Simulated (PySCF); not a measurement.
**Electron correlation in Cl²⁺ (chlorine, charge +2)**

[Ne] 3s2 3p3, high-spin 4S determinant. Computed with PySCF 2.14 in x2c-QZVPPall (9s6p4d2f1g, 70 functions), with the spin-free X2C one-electron Hamiltonian (Gaussian nucleus). Frozen: [Ne]; 5 electrons correlated.

```tsv
level	correlation energy (mhartree)
CCSD	-122.38
(T)	-3.98
CCSD(T)	-126.36
```

Diagnostics: T1 = 0.0034, D1 = 0.0087, largest double amplitude 0.058.

Cost of the coupled-cluster step: of the order of 7 core-seconds, for 5 correlated electrons.
